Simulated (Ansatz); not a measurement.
Relaxation of ClGaH5NO2 (10 atoms, charge 0, multiplicity 1), to a largest force component of 0.03 eV/Å in at most 50 steps.

The calculation used RKS B3LYP-D4/def2-SVP in Ansatz 0.2.0.

```xyz
10
Properties=species:S:1:pos:R:3:forces:R:3
Ga 0.027 0.169 0.126 0.11 -0.47 0.97
N -0.021 0.012 2.020 0.11 0.01 -0.90
H -0.903 0.260 2.466 -0.03 0.01 -0.01
H 0.730 0.526 2.483 -0.03 -0.04 -0.01
Cl 1.850 0.767 -0.835 -0.03 0.00 0.02
O -1.401 -0.088 -0.907 -0.02 0.00 -0.02
H -2.205 -0.313 -0.423 -0.02 0.01 0.01
O 0.591 -2.683 0.762 -0.14 0.73 0.44
H -0.265 -3.113 0.624 0.00 -0.01 0.00
H 0.455 -2.149 1.583 0.05 -0.22 -0.50
```

Q: Where does it end, and by what steps?

A: The run converged. After 27 steps the energy has fallen by 0.579 eV; H7 moved furthest, 0.94 Å. Joined: Ga1–O8 (2.98 → 2.12 Å).

| step | energy less start (eV) | largest force component (eV/Å) | accepted |
| --- | --- | --- | --- |
| 0 | 0.0000 | 0.970 | yes |
| 1 | -0.1494 | 0.990 | yes |
| 2 | -0.3184 | 1.098 | yes |
| 3 | -0.3569 | 1.290 | yes |
| 4 | -0.4139 | 0.575 | yes |
| 5 | -0.4254 | 0.591 | yes |
| 6 | -0.4389 | 0.366 | yes |
| 7 | -0.4265 | 0.577 | no |
| 8 | -0.4528 | 0.210 | yes |
| 9 | -0.4333 | 1.067 | no |
| 10 | -0.4600 | 0.123 | yes |
| 11 | -0.4661 | 0.236 | yes |
| 12 | -0.4750 | 0.260 | yes |
| 13 | -0.4732 | 0.924 | no |
| 14 | -0.4838 | 0.257 | yes |
| 15 | -0.4909 | 0.254 | yes |
| 16 | -0.4998 | 0.440 | yes |
| 17 | -0.5090 | 0.732 | yes |
| 18 | -0.5312 | 0.436 | yes |
| 19 | -0.5092 | 0.592 | no |
| 20 | -0.5452 | 0.514 | yes |
| 21 | -0.5619 | 0.080 | yes |
| 22 | -0.5681 | 0.206 | yes |
| 23 | -0.5671 | 0.446 | no |
| 24 | -0.5748 | 0.240 | yes |
| 25 | -0.5773 | 0.062 | yes |
| 26 | -0.5782 | 0.061 | yes |
| 27 | -0.5786 | 0.030 | yes |

```xyz
10
Properties=species:S:1:pos:R:3
Ga -0.009 -0.183 0.357
N 0.070 -0.070 2.221
H -0.795 0.252 2.655
H 0.831 0.493 2.599
Cl 1.524 0.709 -0.900
O -1.630 -0.552 -0.345
H -1.758 -0.225 -1.244
O 0.503 -2.228 0.623
H -0.290 -2.714 0.341
H 0.414 -2.095 1.594
```

Whether the end is a true minimum wasn't checked by a vibrational analysis.

Run time: 64 s on 4 threads of Arm Neoverse V1 (shared host), peak memory 0.3 GiB.
